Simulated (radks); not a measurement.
Cd44+, configuration [He] 2s2.

All-electron calculation, Dirac Kohn-Sham, PBE, spin-unpolarised, spherical densities, finite nucleus; Fermi nuclear charge, rms radius 4.6087 fm. Program: a radial shooting solver on a logarithmic mesh with Libxc functionals.

Energy parts (eV):
total: -78919.823
kinetic: 84439.530
electron-nucleus: -165474.049
Hartree: 3221.914
exchange-correlation: -1107.218

Orbitals (lengths in bohr, moments of r in powers of bohr; r(max) is where P^2 peaks):
orbital  occ.  eigenvalue (eV)   r(max)      <r^4>
1s1/2       2        -30656.50  0.01964  3.951e-06
2s1/2       2        -7344.332   0.1071  0.0005335

The highest occupied level is 2s1/2 at -7344.3 eV. For comparison, the ionisation energy in NIST's Atomic Spectra Database is 7414 eV (semi-empirical). In exact Kohn-Sham theory the highest level is minus the ionisation energy, but local and semilocal functionals leave it too shallow, through self-interaction and a potential that decays too fast; potentials with the right tail come closer. The electron density at the nucleus is 1.586e+05 e/bohr^3.
